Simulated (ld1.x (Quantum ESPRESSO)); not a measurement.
u(r) = r·R(r): atom against pseudo-atom (Zr)

Columns: radius, all-electron u(r) and pseudo u(r) of the 4d shell (level -28.16 eV) of zirconium in the configuration [Ar] 3d10 4s2 4p6 4d1 5s0 5p0; PBEsol, scalar-relativistic, PAW scheme, ld1.x (Quantum ESPRESSO) 7.5.

```
r (bohr)  all-electron   pseudo
   0.100        0.1167  -0.0015
   0.200        0.3092  -0.0119
   0.300        0.3632  -0.0385
   0.400        0.2854  -0.0856
   0.500        0.1359  -0.1540
   0.600       -0.0381  -0.2408
   0.700       -0.2087  -0.3398
   0.800       -0.3614  -0.4430
   0.900       -0.4904  -0.5419
   1.000       -0.5939  -0.6290
   1.100       -0.6727  -0.6988
   1.200       -0.7288  -0.7488
   1.300       -0.7653  -0.7794
   1.400       -0.7850  -0.7933
   1.500       -0.7909  -0.7942
   1.600       -0.7855  -0.7861
   1.700       -0.7711  -0.7711
   1.800       -0.7497  -0.7497
   1.900       -0.7231  -0.7231
   2.000       -0.6926  -0.6926
   2.100       -0.6595  -0.6595
   2.200       -0.6248  -0.6248
   2.300       -0.5893  -0.5893
   2.400       -0.5537  -0.5537
   2.500       -0.5184  -0.5184
   2.600       -0.4839  -0.4839
```

Q: How many radial nodes do the two functions have?

A: The all-electron 4d function has n − l − 1 = 1; the pseudo-wave has 0, since the states of the same l below it are removed with the core.

Q: At about which radius was the pseudo-wave matched?

A: 1.70 bohr, where the columns begin to agree (steps of 0.10 bohr).

Q: Where does each function peak?

A: Outermost all-electron maximum near 1.50 bohr, pseudo maximum near 1.50 bohr (to the table’s step).

Q: Is the pseudo-wave norm-conserving?

A: No, it belongs to a PAW set: the norm inside the radius is not constrained, and the difference is carried by the augmentation charge.
